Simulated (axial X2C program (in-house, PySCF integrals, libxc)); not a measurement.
Bond lengths and stretching modes, held linear, of BrGaBr⁺

Computed with an axial X2C code built on PySCF integrals: two-component X2C with atomic mean-field Coulomb and Gaunt terms, Gaussian nuclei, basis Br dyall-av3z, Ga dyall-v3z with contracted cores. Spin-free rows use the one-electron spin-free X2C Hamiltonian.

Masses Br 78.918, Ga 68.926, Br 78.918 u. States: 2c Ω = 0 (all partner blocks equally filled); spin-free M_S = 0, Λ = 0 (closed shell).

MP2, 2c: energies above the lowest point

```
r(Br–Ga) (Å)  r(Ga–Br) (Å)  E (meV)
      2.1099        2.1099    47.00
      2.1099        2.1640    23.83
      2.1099        2.2181    58.16
      2.1640        2.1099    23.83
      2.1640        2.1640     0.00
      2.1640        2.2181    33.53
      2.1640        2.2722   112.13
      2.2181        2.1099    58.16
      2.2181        2.1640    33.53
      2.2181        2.2181    66.14
      2.2722        2.1640   112.13
      2.2722        2.2722   220.08
```

Problem. Fit a quadratic surface with cubic terms in each bond: where is the minimum, and what are the two stretching wavenumbers?

Solution. At MP2, 2c: bonds 2.158 and 2.158 Å; harmonic stretches 260.9 and 480.7 cm⁻¹; force constants 3.22, 3.22 and coupling -0.05 mdyn/Å.

The other levels and Hamiltonians give:

```json
{"Hamiltonian": "2c", "level": "PBE0", "r(Br–Ga) (Å)": "2.161", "r(Ga–Br) (Å)": "2.161", "lower stretch (cm⁻¹)": "252.2", "upper stretch (cm⁻¹)": "467.7"}
{"Hamiltonian": "2c", "level": "HF", "r(Br–Ga) (Å)": "2.170", "r(Ga–Br) (Å)": "2.170", "lower stretch (cm⁻¹)": "261.8", "upper stretch (cm⁻¹)": "478.0"}
{"Hamiltonian": "2c", "level": "r2SCAN", "r(Br–Ga) (Å)": "2.156", "r(Ga–Br) (Å)": "2.156", "lower stretch (cm⁻¹)": "252.2", "upper stretch (cm⁻¹)": "468.7"}
{"Hamiltonian": "spin-free", "level": "PBE0", "r(Br–Ga) (Å)": "2.159", "r(Ga–Br) (Å)": "2.159", "lower stretch (cm⁻¹)": "253.5", "upper stretch (cm⁻¹)": "469.3"}
{"Hamiltonian": "spin-free", "level": "HF", "r(Br–Ga) (Å)": "2.168", "r(Ga–Br) (Å)": "2.168", "lower stretch (cm⁻¹)": "262.8", "upper stretch (cm⁻¹)": "479.3"}
{"Hamiltonian": "spin-free", "level": "r2SCAN", "r(Br–Ga) (Å)": "2.155", "r(Ga–Br) (Å)": "2.155", "lower stretch (cm⁻¹)": "253.3", "upper stretch (cm⁻¹)": "470.1"}
{"Hamiltonian": "spin-free", "level": "MP2", "r(Br–Ga) (Å)": "2.156", "r(Ga–Br) (Å)": "2.156", "lower stretch (cm⁻¹)": "261.7", "upper stretch (cm⁻¹)": "482.0"}
```

Each state is one determinant, the lowest of a limited PBE0 search; the stretches come from a fit to these few points and carry an uncertainty of a few per cent. Other orders of the atoms were not compared. MP2 freezes inner shells (threshold -2 hartree). The molecule was held linear; bending was not examined, so a bent shape may lie lower.
